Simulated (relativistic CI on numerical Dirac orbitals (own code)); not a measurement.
One change at a time: Xe IV

Base calculation: Dirac-Coulomb-Breit CI, KLI orbitals optimised for each configuration, model QED, valence Slater integrals scaled by 0.85, P86 correlation energy added to each configuration.

Configurations in the expansion (outside the closed core [Kr] 4d10): 5s²5p³, 5s5p⁴, 5s²5p²5d, 5p⁵, 5s²5p²5f, 5s5p³5d, 5s²5p²6s, 5s²5p²5g, 5s²5p²6p, 5s²5p²4f, 5s5p³5f, 5s²5p²6d, 5s²5p²7s, 5s5p³5g, 5s²5p²7p, 5s²5p4f5d, 5s²5p²7d, 5s²5p²8s, 5s²5p²6f, 5s5p³6s, 5s²5p²8p, 5s5p³6p, 5p⁴5d, 5s5p³4f, 5s5p²5d², 5s5p²6s², 5s²5p5d5f, 5s²5p5d², 5s²5d³, 5s²5d²5f, 5s5p5d³, 5s²5d²6s, 5s²5d²5g, 5s²5p4f², 5s²4f²5d, 5s²4f²5f, 5s5p4f²5d, 5s²4f²6s, 5s²4f²5g, 5p³5d², 5p²5d³, 5p²5d²5f, 5p²5d²6s, 5p²5d²5g, 5s²5p5f², 5s²5d5f², 5s²5f³, 5s5p5d5f², 5s²5f²6s, 5s²5f²5g. Double excitations out of closed p, d and f shells are left out; levels of such configurations are missing from the list, as are those of other unlisted configurations, and high levels can miss mixing partners. These lack a partner that the ground configuration has and come out too high: 5s²5p²6p, 5s²5p²4f, 5s5p³5f, 5s²5p²6d, 5s²5p²7s.

Variants: (1) self-excluded LDA correlation estimate; (2) Slater integrals left unscaled; (3) Breit term removed; (4) one mean potential for all configurations. Shifts of the energy above 5s²5p³ ⁴S°3/2, in cm⁻¹, for the lowest level and the first level of each name with at least 55 % of one term (blank where a level changes its place among those of its configuration and J or its character, or is not in the variant):

```csv
Level,Base,Δ(1),Δ(2),Δ(3),Δ(4),Measured
5s²5p³ ⁴S°3/2,0.0,0.0,0.0,0.0,0.0,0.0
5s²5p³ ²D°3/2,13163.1,-2.3,+1650.9,+53.5,-2.9,13267.0
5s²5p³ ²D°5/2,17429.6,-3.4,+1580.8,+117.2,-7.0,17510.7
5s²5p³ ²P°1/2,27212.4,+2.0,+3073.7,+124.7,-62.4,28036.4
5s²5p³ ²P°3/2,34723.2,+1.9,+2434.8,+277.3,-82.2,35649.6
5s5p⁴ ⁴P5/2,99396.3,+186.4,-3253.2,+5.8,+255.6,99663.8
5s5p⁴ ⁴P3/2,106358.6,+185.6,-3353.7,+107.5,+268.4,106923.2
5s5p⁴ ⁴P1/2,108644.8,+186.2,-3171.5,+122.7,+281.5,109254.4
5s5p⁴ ²D3/2,122508.6,+170.5,-1124.3,+108.3,+326.6,121928.9
5s5p⁴ ²D5/2,125788.1,+176.5,-1180.1,+179.4,+329.6,125474.7
5s²5p²5d ⁴F5/2,137447.2,+107.5,-364.8,+171.6,+446.9,136495.9
5s²5p²5d ⁴F7/2,142438.4,+106.7,-710.5,+282.9,+485.4,141624.8
5s²5p²5d ²F5/2,142836.8,+107.2,-276.5,+229.7,+482.3,141824.4
5s²5p²5d ⁴D1/2,145609.4,+127.0,+391.4,+242.3,+497.2,145105.7
5s²5p²5d ⁴D3/2,146825.1,+112.9,-214.6,+286.5,+525.7,146206.5
5s²5p²5d ⁴F9/2,146885.2,+106.3,-547.0,+335.8,+491.8,145991.1
5s²5p²5d ²G7/2,161833.3,+104.7,+1462.9,+367.5,+513.8,160665.1
5s²5p²5d ⁴P5/2,162306.2,+142.0,+2896.8,+277.3,+654.2,159642.8
5s²5p²5d ²G9/2,164311.8,+103.3,+1292.9,+426.0,+519.4,163463.1
5s²5p²6s ⁴P1/2,164506.6,+896.1,+3069.2,+43.2,+642.9,157205.0
5s²5p²5d ⁴P1/2,165788.7,+327.4,+3289.9,+263.8,+817.5,162866.5
5s²5p²5d ²D5/2,171835.0,+172.2,+4470.1,+294.3,+791.5,169001.5
```

Correlation outside the listed configurations is missing or only estimated: errors of thousands of cm⁻¹ between configurations and terms are usual at this charge. Rates and lifetimes follow the computed energies and can be off by large factors. The fine structure of a lone outer electron comes out too small, for d and f at times inverted, and misplaced configurations move strength between like terms. 30 of the 69 excited levels that our extract of the measured tables holds in this range could be paired (the sources list more); they are missed by 3577 cm⁻¹ on average and 10477 at most, and levels without a partner can miss by more.

Measured levels: Saloman, J. Phys. Chem. Ref. Data 33, 765 (2004).

Ionisation energy from the two ground configurations alone: base 42.63 eV; self-excluded LDA correlation estimate 42.83 eV; Slater integrals left unscaled 42.85 eV. The NIST ASD value (measured) is 42.2 eV.

LS names give the leading component of a level, which can be under half, so a name can repeat, a term be missing and a line seem to break the LS rules.
